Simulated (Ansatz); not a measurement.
Compare A (`CCN(CC)[SiH2]N(CC)CC`) with its isomer B (`CC(C)(C)N[SiH2]NC(C)(C)C`).

Computed with Ansatz on PBE0-D4/def2-TZVP structures; ΔE is electronic, products minus reactants. CBS: MP2 limit from def2 TZ/QZ plus the TZ coupled-cluster correction, frozen cores. Functionals use def2-TZVPP. B3LYP here is the variant with VWN-RPA as its local correlation; programs differ in this. Each species was taken in one conformer, which may not be the lowest.

Task: Which is lower in electronic energy at CCSD(T)/CBS, and by how much? (Estimate.)

Result: The calculation gave: B, by 18.8 kcal/mol.

Task: Give E(B) − E(A) in kcal/mol with ωB97M-V, CCSD/def2-TZVPP, CCSD(T)/def2-TZVPP, MP2/def2-TZVPP, B3LYP, PBE-D4, BLYP-D4. (Best estimate.)

Result: The calculation gave: ωB97M-V -17.6, CCSD/def2-TZVPP -18.0, CCSD(T)/def2-TZVPP -18.2, MP2/def2-TZVPP -19.7, B3LYP -14.3, PBE-D4 -14.2, BLYP-D4 -13.4. None reverses the order clearly.

Largest T1 diagnostic: 0.010.

Leaving LDA and LC-ωPBE aside and taking each functional with its dispersion term where it has one, the values, not all of them listed here, spread over 4.9 kcal/mol, from B97M-V to BLYP-D4. LDA lies −1.6 kcal/mol from PBE without D4. From PBE to PBE0 (25 % exact exchange), in def2-TZVPP and without D4, E(B) − E(A) moves by −1.3 kcal/mol.
